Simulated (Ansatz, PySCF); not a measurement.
HfO, SMILES [O]=[Hf], multiplicity 1.

Geometry: B3LYP-D3(BJ)/def2-TZVPD. The spin state was assumed, not searched. The def2 effective core potentials stand for the cores of Hf; spin–orbit coupling is left out.

Vertical ionisation energy (IE) and electron affinity (EA) in eV. Rows of orbital energies are one-electron estimates. Where ΔSCF, EOM or ADC give a negative EA the extra electron is unbound and the value depends on the basis.

```json
[
 {"level": "−ε(HOMO), −ε(LUMO), B3LYP/def2-TZVPD (PySCF)", "IE": "5.70", "EA": "2.64"},
 {"level": "−ε(HOMO), −ε(LUMO), HF/def2-TZVPD (PySCF)", "IE": "7.34", "EA": "-0.34"},
 {"level": "−ε(HOMO), −ε(LUMO), PBE/def2-TZVPD (PySCF)", "IE": "___", "EA": "___"},
 {"level": "ΔSCF, PBE0/def2-TZVPD (Ansatz), final states of multiplicity 2 and 2", "IE": "7.67", "EA": "0.48"},
 {"level": "ΔSCF, PBE/def2-TZVPD (Ansatz), final states of multiplicity 2 and 2", "IE": "7.70", "EA": "0.46"}
]
```

### Question
Complete the blanks. (The exact figures need the calculation; the answer reports its results.)

### Answer

- −ε(HOMO), −ε(LUMO), PBE/def2-TZVPD (PySCF), IE: 5.04
- −ε(HOMO), −ε(LUMO), PBE/def2-TZVPD (PySCF), EA: 3.46

### Question
What vertical singlet–triplet gap does ΔSCF give with PBE0/def2-TZVPD (Ansatz, an electronic-structure program) and with PBE/def2-TZVPD (Ansatz)? (The exact figures need the calculation; the answer reports its results.)

### Answer
0.84 and 0.91 eV (triplet above singlet where positive).
